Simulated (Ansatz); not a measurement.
Ansatz (an electronic-structure program) input (HSE06/def2-TZVPD):

Ansatz 0.2 input:
```yaml
crystal:
  periodic: [false, false, false]
  atoms:
    - {symbol: F, position_ang: [-0.01299506, 1.28832117, -1.35513973]}
    - {symbol: Si, position_ang: [0.07111689, 0.39141830, -0.02609449]}
    - {symbol: F, position_ang: [0.28724653, 1.40417175, 1.20088930]}
    - {symbol: Si, position_ang: [1.96829271, -0.96108729, -0.18764295]}
    - {symbol: Si, position_ang: [-1.99335371, -0.69987750, 0.26586901]}
    - {symbol: H, position_ang: [2.20872600, -1.75699338, 1.04316008]}
    - {symbol: H, position_ang: [1.92589901, -1.86612440, -1.36461421]}
    - {symbol: H, position_ang: [-3.10795442, 0.27343970, 0.35267950]}
    - {symbol: H, position_ang: [-2.21055005, -1.60884069, -0.88415096]}
    - {symbol: H, position_ang: [-1.92916622, -1.50026652, 1.51133744]}
basis:
  gaussian:
    orbitals: def2-TZVPD
hamiltonian:
  xc: {name: HSE06}
magnetization: {spin_polarized: true, initial_magnetization: 1}
output: {forces: true}
```

End of the output:

```
integrals: 0.31 GiB planned
1537 factors; their error is unknown
integrals: 0.35 GiB planned
171 factors; integrals over basis functions are off by at most 8.0e-7 eV
0.40 GiB of the device are held for the grids
2.12 GiB of device memory are held for the factors and their scratch space
mean field: 1.75 GiB planned
mean field evaluation 1: about -29134.4927 eV, gradient 3.1e1 eV
mean field evaluation 2: about -29130.6592 eV, gradient 5.0e1 eV
mean field evaluation 4: about -29137.3749 eV, gradient 1.1e0 eV
mean field evaluation 8: about -29137.4114 eV, gradient 1.2e-1 eV
mean field evaluation 16: about -29137.4115 eV, gradient 2.8e-5 eV
mean field -29137.41145067 eV, -1070.7801207652 hartree, gradient 1.6e-5 eV, S^2 0.755449; 0 other end points of the search recorded, 0 dependent functions left out
the calculation of the forces begins
reference -29137.41151490 eV, -1070.7801231258 hartree; 33, 32 occupied and 221, 222 virtual orbitals, 1537 factors
Total energy: -29137.41151490 eV, -1070.7801231258 hartree
Atom 0 at    -0.012995     1.288321    -1.355140 Å, force     0.013008    -0.101934     0.167059 eV/Å
Atom 1 at     0.071117     0.391418    -0.026094 Å, force     0.025953     0.198030    -0.012024 eV/Å
Atom 2 at     0.287247     1.404172     1.200889 Å, force    -0.024912    -0.116566    -0.155758 eV/Å
Atom 3 at     1.968293    -0.961087    -0.187643 Å, force    -0.058762     0.067052     0.003863 eV/Å
Atom 4 at    -1.993354    -0.699878     0.265869 Å, force     0.075763     0.049511    -0.011143 eV/Å
Atom 5 at     2.208726    -1.756993     1.043160 Å, force     0.027514    -0.025275     0.060219 eV/Å
Atom 6 at     1.925899    -1.866124    -1.364614 Å, force     0.013105    -0.030835    -0.062447 eV/Å
Atom 7 at    -3.107954     0.273440     0.352679 Å, force    -0.062541     0.060768     0.004592 eV/Å
Atom 8 at    -2.210550    -1.608841    -0.884151 Å, force    -0.013063    -0.053656    -0.069534 eV/Å
Atom 9 at    -1.929166    -1.500267     1.511337 Å, force     0.003935    -0.047097     0.075173 eV/Å
Dipole moment:    -0.027510    -0.351227     0.019151 e Å
```

It need not be the lowest isomer of its formula.
